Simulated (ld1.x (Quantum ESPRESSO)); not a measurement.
## PBE PAW dataset for He, scalar-relativistic all-electron reference.

The input file (ld1.x (Quantum ESPRESSO) 7.5):

```
&input
   title='He', zed=2., rel=1, dft='PBE', iswitch=3,
   config='[He] 2p-2',
   nld=2, rlderiv=0.45, eminld=-3.0, emaxld=5.0, deld=0.02
 /
 &inputp
   pseudotype=3, lpaw=.true., tm=.true., lloc=-1, rcloc=0.40,
   nlcc=.false.,
   which_augfun='BESSEL', rmatch_augfun=0.25,
   file_pseudopw='He.UPF', file_wfcaegen='ae.wfc', file_wfcncgen='nc.wfc', file_beta='beta', file_chi='chi', file_wfcusgen='us.wfc'
 /
4
1S  1  0   2.00   0.00  0.35  0.40  0.0
1S  1  0   0.00   3.50  0.35  0.40  0.0
2P  2  1  -2.00   0.05  0.30  0.40  0.0
2P  2  1  -2.00   1.55  0.30  0.40  0.0
 &test
   configts(1)='1s2'
 /
```

Command:

```bash
ld1.x < He.in > He.out
```

Resulting log (shortened: banner, matrices, multipoles, cross overlaps and the repeated all-electron block are left out):

```
Program LD1 v.7.5
     --------------------------- All-electron run ----------------------------

     He
     scalar relativistic calculation

     atomic number is  2.00
     dft =PBE   lsd =0 sic =0 latt =0  beta=0.20 tr2=1.0E-14
     Exchange-correlation= PBE
                           (   1   4   3   4   0   0   0)
     mesh = 985 r(mesh) = 100.16840 a.u. xmin = -7.00 dx = 0.01250
     1 Ry =  13.60569312 eV, c = 137.03599908

     n l     nl                  e(Ry)          e(Ha)          e(eV)
     1 0     1S 1( 2.00)        -1.1586        -0.5793       -15.7639

     final scf error:  5.1E-15 reached in  28 iterations

     Etot =      -5.786174 Ry,      -2.893087 Ha,     -78.724912 eV

     Ekin =       5.712663 Ry,       2.856331 Ha,      77.724739 eV
     Encl =     -13.459996 Ry,      -6.729998 Ha,    -183.132572 eV
     Eh   =       4.053675 Ry,       2.026837 Ha,      55.153052 eV
     Exc  =      -2.092516 Ry,      -1.046258 Ha,     -28.470131 eV

     normalization and overlap integrals

     s(1S/1S) =  1.000000  <r> =   0.9458  <r2> =    1.2546  r(max) =   0.5595

     ------------------------ End of All-electron run ------------------------

     --------------------- Generating PAW atomic setup --------------------

      Generating local potential from pseudized AE potential:
      Matching radius rcloc =   0.4000

      Local pseudo, rcloc= 0.399 Estimated cut-off energy=   144.89 Ry

      Computing core charge for PAW:
      Integrated core pseudo-charge :   0.00
      Wfc-us  1S rcutus= 0.399  Estimated cut-off energy=   272.11 Ry
      Wfc-us  1S rcutus= 0.399  Estimated cut-off energy=   282.55 Ry
      Wfc-us  2P rcutus= 0.399  Estimated cut-off energy=   424.62 Ry
      Wfc-us  2P rcutus= 0.399  Estimated cut-off energy=   426.01 Ry

     Required augmentation: BESSEL   radius:    0.250000
     Suggested rho cutoff for augmentation: 862.02 Ry

     Estimated PAW energy =   -5.786182 Ryd

     ------------------- End of pseudopotential generation -------------------

     Computing logarithmic derivative in   0.44961
     Computing logarithmic derivative in   0.44961
     Computing the partial wave expansion
     R is outside the sphere for l=    0 j= 0.00
     R is outside the sphere for l=    0 j= 0.00
     R is outside the sphere for l=    1 j= 0.00
     R is outside the sphere for l=    1 j= 0.00

     ---------------------- Testing the pseudopotential ----------------------

     He
     scalar relativistic calculation

     atomic number is  2.00   valence charge is  2.00
     dft = SLA  PW   PBX  PBC   lsd =0 sic =0 latt =0  beta=0.20 tr2=1.0E-14
     mesh = 985 r(mesh) = 100.16840 xmin = -7.00 dx = 0.01250

     n l     nl             e AE (Ry)        e PS (Ry)    De AE-PS (Ry)
     1 0     1S   1( 2.00)       -1.15863       -1.15867        0.00004

     eps = 2.1E-17  iter =  4

     Etot =      -5.786174 Ry,      -2.893087 Ha,     -78.724912 eV
     Etotps =    -5.786298 Ry,      -2.893149 Ha,     -78.726597 eV

     Ekin =       5.712605 Ry,       2.856302 Ha,      77.723948 eV
     Encl =     -13.460084 Ry,      -6.730042 Ha,    -183.133777 eV
     Ehrt =       4.053716 Ry,       2.026858 Ha,      55.153610 eV
     Ecxc =      -2.092534 Ry,      -1.046267 Ha,     -28.470378 eV

     ---------------------- End of pseudopotential test ----------------------
```

Generation and configuration tests took about 0.56 s on one core of a shared server CPU.

Transferability test of the new file with ld1.x, input:

```
&input
   title='He', zed=2., rel=1, dft='PBE', iswitch=2,
   config='[He] 2p-2'
 /
 &test
   file_pseudo='He.UPF', nconf=3,
   configts(1)='1s2',
   configts(2)='1s1',
   configts(3)='1s1.5'
 /
```

```bash
ld1.x < He.test.in > He.test.out
```

Pseudopotential blocks of its output, shortened (energy terms left out):

```
     ---------------------- Testing the pseudopotential ----------------------

     n l     nl             e AE (Ry)        e PS (Ry)    De AE-PS (Ry)
     1 0     1S   1( 2.00)       -1.15863       -1.15867        0.00004

     eps = 2.1E-17  iter =  4

     Etot =      -5.786174 Ry,      -2.893087 Ha,     -78.724912 eV
     Etotps =    -5.786298 Ry,      -2.893149 Ha,     -78.726597 eV

     ---------------------- End of pseudopotential test ----------------------

          ---------------------- Testing the pseudopotential ----------------------

     n l     nl             e AE (Ry)        e PS (Ry)    De AE-PS (Ry)
     1 0     1S   1( 1.00)       -2.87600       -2.87605        0.00005

     eps = 5.3E-18  iter =  6

     Etot =      -3.804293 Ry,      -1.902146 Ha,     -51.760040 eV
     Etotps =    -3.804373 Ry,      -1.902186 Ha,     -51.761130 eV
     dEtot_ae =       1.981881 Ry
     dEtot_ps =       1.981925 Ry,   Delta E=      -0.000044 Ry

     ---------------------- End of pseudopotential test ----------------------

          ---------------------- Testing the pseudopotential ----------------------

     n l     nl             e AE (Ry)        e PS (Ry)    De AE-PS (Ry)
     1 0     1S   1( 1.50)       -1.96398       -1.96402        0.00005

     eps = 1.0E-17  iter =  6

     Etot =      -5.010564 Ry,      -2.505282 Ha,     -68.172201 eV
     Etotps =    -5.010667 Ry,      -2.505333 Ha,     -68.173592 eV
     dEtot_ae =       0.775610 Ry
     dEtot_ps =       0.775632 Ry,   Delta E=      -0.000022 Ry

     ---------------------- End of pseudopotential test ----------------------
```
